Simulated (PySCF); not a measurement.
**Spinor energies of In⁺ (indium, charge +1)**

Start: [Kr] 4d10 5s1 5p1; 5s1/2 filled at m_j = +1/2; 5p3/2 filled at m_j = +3/2. Calculated with PySCF 2.14 in x2c-TZVPall-2c (8s9p5d2f, 74 functions): generalised Hartree-Fock with the X2C-1e Hamiltonian and a Gaussian nucleus; one run each with spin-orbit coupling (SO) switched off, then screened by Boettger's factors. This is a chosen level, not necessarily the ground level.

```json
{"spinor shell": "1s1/2", "electrons": "2", "ε, spin-free (eV)": "-28090.4", "ε, screened SO (eV)": "-28088.0", "weight of nominal j (screened SO)": "1.000", "rms radius, screened SO (bohr)": "0.0340"}
{"spinor shell": "2s1/2", "electrons": "2", "ε, spin-free (eV)": "-4304.2", "ε, screened SO (eV)": "-4303.6", "weight of nominal j (screened SO)": "1.000", "rms radius, screened SO (bohr)": "0.139"}
{"spinor shell": "2p1/2", "electrons": "2", "ε, spin-free (eV)": "-3857.1", "ε, screened SO (eV)": "-4003.3", "weight of nominal j (screened SO)": "1.000", "rms radius, screened SO (bohr)": "0.120"}
{"spinor shell": "2p3/2", "electrons": "4", "ε, spin-free (eV)": "-3857.1", "ε, screened SO (eV)": "-3790.3", "weight of nominal j (screened SO)": "1.000", "rms radius, screened SO (bohr)": "0.125"}
{"spinor shell": "3s1/2", "electrons": "2", "ε, spin-free (eV)": "-862.86", "ε, screened SO (eV)": "-862.76", "weight of nominal j (screened SO)": "1.000", "rms radius, screened SO (bohr)": "0.371"}
{"spinor shell": "3p1/2", "electrons": "2", "ε, spin-free (eV)": "-712.84", "ε, screened SO (eV)": "-740.17", "weight of nominal j (screened SO)": "1.000", "rms radius, screened SO (bohr)": "0.365"}
{"spinor shell": "3p3/2", "electrons": "4", "ε, spin-free (eV)": "-712.84", "ε, screened SO (eV)": "-700.38", "weight of nominal j (screened SO)": "1.000", "rms radius, screened SO (bohr)": "0.376"}
{"spinor shell": "3d3/2", "electrons": "4", "ε, spin-free (eV)": "-480.52", "ε, screened SO (eV)": "-485.29", "weight of nominal j (screened SO)": "1.000", "rms radius, screened SO (bohr)": "0.350"}
{"spinor shell": "3d5/2", "electrons": "6", "ε, spin-free (eV)": "-480.52", "ε, screened SO (eV)": "-477.32", "weight of nominal j (screened SO)": "1.000", "rms radius, screened SO (bohr)": "0.353"}
{"spinor shell": "4s1/2", "electrons": "2", "ε, spin-free (eV)": "-153.06", "ε, screened SO (eV)": "-153.11", "weight of nominal j (screened SO)": "1.000", "rms radius, screened SO (bohr)": "0.908"}
{"spinor shell": "4p1/2", "electrons": "2", "ε, spin-free (eV)": "-106.14", "ε, screened SO (eV)": "-111.00", "weight of nominal j (screened SO)": "1.000", "rms radius, screened SO (bohr)": "0.971"}
{"spinor shell": "4d3/2", "electrons": "4", "ε, spin-free (eV)": "-36.292", "ε, screened SO (eV)": "-36.942", "weight of nominal j (screened SO)": "0.976", "rms radius, screened SO (bohr)": "1.26"}
{"spinor shell": "4d5/2", "electrons": "6", "ε, spin-free (eV)": "-36.292", "ε, screened SO (eV)": "-35.973", "weight of nominal j (screened SO)": "0.984", "rms radius, screened SO (bohr)": "1.27"}
{"spinor shell": "5s1/2", "electrons": "1", "ε, spin-free (eV)": "-20.164", "ε, screened SO (eV)": "-20.188", "weight of nominal j (screened SO)": "0.999", "rms radius, screened SO (bohr)": "2.71"}
{"spinor shell": "5p3/2", "electrons": "1", "ε, spin-free (eV)": "-13.008", "ε, screened SO (eV)": "-12.872", "weight of nominal j (screened SO)": "1.000", "rms radius, screened SO (bohr)": "3.43"}
```

(1) Where does 4p3/2 lie, and what is the 4p spin-orbit splitting (screened SO)?

```json
{"quantity": "E (hartree)", "spin-free": "-5877.27740", "screened SO": "-5878.55520"}
{"quantity": "M_J", "spin-free": "2", "screened SO": "2"}
{"quantity": "⟨J²⟩", "spin-free": "6.008", "screened SO": "6.008"}
{"quantity": "⟨L²⟩", "spin-free": "2.006", "screened SO": "2.022"}
{"quantity": "⟨S²⟩", "spin-free": "2.003", "screened SO": "2.019"}
```

Each row is a mean over spinors that exchange with the open shell spreads, by up to 0.404 eV (4s1/2).

Breit and QED terms are absent; they matter most for the inner s and p1/2 levels.

Densities and radii are taken from the X2C orbitals without a picture-change correction, which distorts them close to the nucleus.

Without spin-orbit coupling the j labels of p, d and f shells carry no meaning; the spin-free column gives the mean over the occupied spinors of each nl shell.

## Answers

(1) At -104.03 eV, 6.967 eV above 4p1/2.
